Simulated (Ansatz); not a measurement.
The cluster LaO2H. The state is a singlet with charge 0. Geometry r2SCAN-D4/def2-TZVP; atoms count from 1.

```xyz
4

La    0.388   -0.128    0.842
O    -1.095   -0.919   -0.494
O     0.254   -0.979   -1.124
H     0.454    2.026    0.777
```

In the def2 sets La takes a core potential; there is no spin–orbit coupling. The structure holds one bond between oxygen atoms, so isomers without such links may lie far lower. The structure comes from a short search, and lower isomers may exist.

(1) Estimate the Mulliken populations from the PBE0/def2-TZVP orbitals of Ansatz.

(2) And the Mayer bond orders between heavy atoms (over 0.3)?

## Answers

(1) 
| atom | charge (e) | d electrons |
| --- | --- | --- |
| La1 | 1.05 | 1.41 |
| O2 | -0.38 | – |
| O3 | -0.38 | – |
| H4 | -0.30 | – |
Mulliken values depend strongly on the basis.

(2) La1–O2 1.02 (2.15 Å); La1–O3 1.02 (2.15 Å); O2–O3 0.82 (1.49 Å).
